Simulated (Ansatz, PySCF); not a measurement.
Process, species as SMILES: N[Si](N)(N)Cl → N[Si](N)N + Cl atom (the Cl-Si bond at the site shown breaks; other sites are not compared here)
Geometries: B3LYP-D3(BJ)/def2-TZVP minima from Ansatz (a first-principles code), one conformer each, not searched for the lowest.

Wanted: bond dissociation energy (enthalpy at 298 K, with B3LYP-D3(BJ) rigid-rotor harmonic-oscillator terms from PySCF), in kJ/mol. Valence correlation only, unless marked. UHF or UKS for open shells. Spin-orbit coupling is left out. No relativistic terms. Basis-set limits of correlation are two-point, X^-3; Hartree-Fock from the larger set.

| level | program | bond dissociation energy (kJ/mol) |
|---|---|---|
| PBE0/6-31G* | Ansatz | 480.4 |
| wB97M-V/def2-TZVPD | Ansatz | [?] |
| SCS-MP2/aug-cc-pV(Q+d)Z | Ansatz | 509.9 |
| CCSD/STO-3G | Ansatz | 458.2 |
| CCSD/aug-cc-pV(D+d)Z | Ansatz | 458.7 |
| CCSD/aug-cc-pV(T+d)Z | Ansatz | [?] |
| CCSD(T)/CBS(aug-cc-pV(T+d)Z,aug-cc-pV(Q+d)Z) | Ansatz | [?] |

### Question
What belongs in the gaps?

### Answer

- wB97M-V/def2-TZVPD, bond dissociation energy (kJ/mol): 507.9
- CCSD/aug-cc-pV(T+d)Z, bond dissociation energy (kJ/mol): 479.4
- CCSD(T)/CBS(aug-cc-pV(T+d)Z,aug-cc-pV(Q+d)Z), bond dissociation energy (kJ/mol): 506.3
